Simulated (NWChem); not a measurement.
Isomers of CH7FSi2, each optimised at PBE0/def2-SVP with NWChem, gas phase unless a solvent is named. Flexible species stand in one conformer each, which need not be the lowest. 

A: C[Si@@H](F)[SiH3]
B: F[SiH2]C[SiH3]
C: [SiH3][SiH2]CF
D: FC([SiH3])[SiH3]

Question: Rank them by orbital gap (eV), PBE0/def2-SVP, lowest first.

Answer: A (8.12), C (8.49), D (8.77), B (9.52)
